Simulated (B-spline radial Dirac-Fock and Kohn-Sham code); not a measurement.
## Subshell photoionisation cross sections of Ar⁵⁺ against photon energy

System: the Ar⁵⁺ ion, configuration [Ne] 3s2 3p1.

The run's input, task.json:

```json
{"items": [{
  "Z": 18,
  "q": 5,
  "cfg": [[1, 0, 2], [2, 0, 2], [2, 1, 6], [3, 0, 2], [3, 1, 1]],
  "A": 40,
  "rrms": 3.4274,
  "do": ["binding", "quiet", "photo"],
  "hv": [32.5, 39.7, 40.81, 80.3, 103.0, 208.0, 300, 1000, 1070.0, 1486.9, 2984.4, 10200.0, 12600.0, 22162.9, 30000, 200000]
}]}
```

Launch: `python xray_run.py task.json out`

Level of theory: the independent-particle Dirac-Slater model, thresholds from Dirac-Fock; a radial finite-basis atomic code. Values are in kb; a dash marks an energy below the computed threshold. Values for outer subshells far above threshold carry numerical ripple of a few per cent.

```csv
hν (eV),1s,2s,2p1/2,2p3/2,3p3/2
103,–,–,–,–,220
208,–,–,–,–,84.0
300,–,–,–,–,37.6
1000,–,62.6,46.8,91.7,1.96
1070,–,54.8,38.5,75.3,1.61
1486.9,–,28.2,14.4,28.1,0.609
2984.4,–,5.96,1.57,3.04,0.0705
10200,3.61,0.254,0.0213,0.0403,0.00101
12600,1.96,0.141,0.00974,0.0183,0.000461
22162.9,0.368,0.0278,0.00116,0.00214,5.46e-05
30000,0.147,0.0113,0.000361,0.000659,1.69e-05
200000,0.000382,3.12e-05,2.68e-07,4.30e-07,1.11e-08
```

At 200000 eV the multipoles beyond E1 give 46.2 % of 1s, 46.3 % of 2s, 60.5 % of 2p1/2, 55.9 % of 2p3/2, 55.9 % of 3p3/2.
